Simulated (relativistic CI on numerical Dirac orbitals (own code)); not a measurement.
## Nb³⁺ (4d2) in a crystal field

Calculated by Dirac-Coulomb-Breit CI, orbitals from a KLI potential per configuration, model QED (radiative potential, 1s self-energy scaled to tabulated hydrogen-like ionisation energies), valence Slater integrals scaled by 0.8, one configuration in a parametric crystal field (own radial code).

Field parameters in Wybourne normalisation: D4h B²₀ = −7Ds, B⁴₀ = 21(Dq − Dt), B⁴₄ = 21√(5/14) Dq. The field is a parameter set, without covalency.

S and J are read from ⟨S²⟩ = S(S + 1) and ⟨J²⟩ = J(J + 1) of each level; they are not fictitious spins.

D4h, 10Dq = 20300, Ds = -1500, Dt = -260 cm⁻¹, the lowest 10 levels:

```
E (cm⁻¹)  Degeneracy  Irrep     S     J
     0.0           1     B1  1.00  2.67
    18.0           1     B2  1.00  2.72
     360           2      E  1.00  3.01
     651           1     A1  1.00  3.21
     796           1     A2  1.00  3.42
    3410           2      E  1.00  3.22
    3436           1     A1  1.00  3.31
    7682           1     A1  0.02  3.17
    9199           2      E  0.02  3.09
   12385           1     B2  0.02  3.09
```

D4h, 10Dq = 20300, Ds = -1090, Dt = -260 cm⁻¹, the lowest 10 levels:

| E (cm⁻¹) | Degeneracy | Irrep | S | J |
| --- | --- | --- | --- | --- |
| 0.0 | 1 | B1 | 1.00 | 2.68 |
| 19.7 | 1 | B2 | 1.00 | 2.72 |
| 334 | 2 | E | 1.00 | 2.96 |
| 586 | 1 | A1 | 1.00 | 3.09 |
| 796 | 1 | A2 | 1.00 | 3.42 |
| 2297 | 2 | E | 1.00 | 3.25 |
| 2371 | 1 | A1 | 1.00 | 3.42 |
| 8458 | 1 | A1 | 0.01 | 3.18 |
| 9212 | 2 | E | 0.01 | 3.09 |
| 11184 | 1 | B2 | 0.01 | 3.09 |

D4h, 10Dq = 20300, Ds = -680, Dt = -260 cm⁻¹, the lowest 16 levels:

| E (cm⁻¹) | Degeneracy | Irrep | S | J |
| --- | --- | --- | --- | --- |
| 0.0 | 1 | B1 | 1.00 | 2.68 |
| 21.8 | 1 | B2 | 1.00 | 2.73 |
| 240 | 2 | E | 1.00 | 2.84 |
| 355 | 1 | A1 | 1.00 | 2.80 |
| 797 | 1 | A2 | 1.00 | 3.42 |
| 1240 | 2 | E | 1.00 | 3.35 |
| 1456 | 1 | A1 | 1.00 | 3.66 |
| 9094 | 1 | A1 | 0.01 | 3.18 |
| 9226 | 2 | E | 0.01 | 3.09 |
| 9983 | 1 | B2 | 0.01 | 3.10 |
| 10111 | 1 | B1 | 0.01 | 3.18 |
| 19894 | 1 | B1 | 1.00 | 3.06 |
| 19921 | 1 | B2 | 1.00 | 3.03 |
| 20095 | 2 | E | 1.00 | 3.21 |
| 20263 | 1 | A1 | 0.96 | 3.42 |
| 20275 | 1 | A2 | 1.00 | 3.44 |

D4h, 10Dq = 20300, Ds = -270, Dt = -260 cm⁻¹, the lowest 16 levels:

```tsv
E (cm⁻¹)	Degeneracy	Irrep	S	J
0.0	1	A1	1.00	2.74
73.5	2	E	1.00	2.81
364	1	B1	1.00	2.69
388	1	B2	1.00	2.74
978	2	E	1.00	3.37
1161	1	A2	1.00	3.43
1384	1	A1	1.00	3.70
9149	1	B2	0.01	3.11
9273	1	B1	0.01	3.18
9606	2	E	0.01	3.08
9898	1	A1	0.01	3.18
20056	1	B1	1.00	3.09
20085	1	B2	1.00	3.06
20248	2	E	1.00	3.23
20414	1	A1	0.95	3.43
20418	1	A2	1.00	3.45
```

D4h, 10Dq = 20300, Ds = 140, Dt = -260 cm⁻¹, the lowest 10 levels:

```json
{"E (cm⁻¹)": "0.0", "Degeneracy": "1", "Irrep": "A1", "S": "1.00", "J": "2.85"}
{"E (cm⁻¹)": "73.0", "Degeneracy": "2", "Irrep": "E", "S": "1.00", "J": "2.95"}
{"E (cm⁻¹)": "1408", "Degeneracy": "1", "Irrep": "B1", "S": "1.00", "J": "2.69"}
{"E (cm⁻¹)": "1435", "Degeneracy": "1", "Irrep": "B2", "S": "1.00", "J": "2.74"}
{"E (cm⁻¹)": "1905", "Degeneracy": "2", "Irrep": "E", "S": "1.00", "J": "3.24"}
{"E (cm⁻¹)": "2207", "Degeneracy": "1", "Irrep": "A2", "S": "1.00", "J": "3.43"}
{"E (cm⁻¹)": "2312", "Degeneracy": "1", "Irrep": "A1", "S": "1.00", "J": "3.61"}
{"E (cm⁻¹)": "8997", "Degeneracy": "1", "Irrep": "B2", "S": "0.01", "J": "3.11"}
{"E (cm⁻¹)": "9119", "Degeneracy": "1", "Irrep": "B1", "S": "0.01", "J": "3.18"}
{"E (cm⁻¹)": "10670", "Degeneracy": "2", "Irrep": "E", "S": "0.01", "J": "3.08"}
```

The free-ion ground term has S = 1. Every field shown keeps that spin.

Levels of this model without a field, named by their leading LS term (the scale mimics covalency, so terms lie below those of the real free ion): 3F_2 0, 3F_3 977, 3F_4 2129, 1D_2 8936, 3P_0 9781, 3P_1 10157, 3P_2 11126, 1G_4 13538 cm⁻¹.
